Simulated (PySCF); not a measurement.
# `Cl/C=C/c1ccccc1`, C₈H₇Cl

Molfile (atoms numbered from 1):
```
C8H7Cl
     RDKit          3D

 16 16  0  0  0  0  0  0  0  0999 V2000
    4.9146   -0.0961   -0.0763 Cl  0  0  0  0  0  0  0  0  0  0  0  0
    3.2736    0.4229   -0.1244 C   0  0  0  0  0  0  0  0  0  0  0  0
    2.2405   -0.4218   -0.0230 C   0  0  0  0  0  0  0  0  0  0  0  0
    0.8222   -0.0588   -0.0548 C   0  0  0  0  0  0  0  0  0  0  0  0
    0.3657    1.2624   -0.2027 C   0  0  0  0  0  0  0  0  0  0  0  0
   -0.9939    1.5469   -0.2256 C   0  0  0  0  0  0  0  0  0  0  0  0
   -1.9333    0.5212   -0.1016 C   0  0  0  0  0  0  0  0  0  0  0  0
   -1.4972   -0.7934    0.0455 C   0  0  0  0  0  0  0  0  0  0  0  0
   -0.1347   -1.0784    0.0685 C   0  0  0  0  0  0  0  0  0  0  0  0
    3.1707    1.5032   -0.2452 H   0  0  0  0  0  0  0  0  0  0  0  0
    2.4633   -1.4868    0.0956 H   0  0  0  0  0  0  0  0  0  0  0  0
    1.0816    2.0814   -0.3015 H   0  0  0  0  0  0  0  0  0  0  0  0
   -1.3268    2.5812   -0.3416 H   0  0  0  0  0  0  0  0  0  0  0  0
   -3.0015    0.7491   -0.1201 H   0  0  0  0  0  0  0  0  0  0  0  0
   -2.2224   -1.6048    0.1434 H   0  0  0  0  0  0  0  0  0  0  0  0
    0.2023   -2.1120    0.1842 H   0  0  0  0  0  0  0  0  0  0  0  0
  1  2  1  0
  2  3  2  0
  3  4  1  0
  4  5  2  0
  5  6  1  0
  6  7  2  0
  7  8  1  0
  8  9  2  0
  9  4  1  0
  2 10  1  0
  3 11  1  0
  5 12  1  0
  6 13  1  0
  7 14  1  0
  8 15  1  0
  9 16  1  0
M  END
```

Method: quadratic response CAM-B3LYP/aug-cc-pVDZ first hyperpolarisability, Taylor convention, gas phase (PySCF). Geometry: PBE0-D3(BJ)/def2-SVP.

Question: Give the tensor of the second harmonic β(−2ω;ω,ω) at 1907 nm in the axes of these coordinates.

Answer: In au, Taylor convention; rows are the first index (the induced dipole):
```csv
,xx,yy,zz,xy,xz,yz
x,+337.7,+29.3,+43.2,-28.5,+1.7,+1.8
y,-24.8,+20.8,-2.1,+28.3,+1.8,-3.1
z,+1.3,-3.1,0.0,+1.8,+42.4,-2.2
```
Norm of βᵢ = ⅓ Σⱼ (βᵢⱼⱼ + βⱼᵢⱼ + βⱼⱼᵢ): 409.1 au, hyper-Rayleigh value 157.0 au.
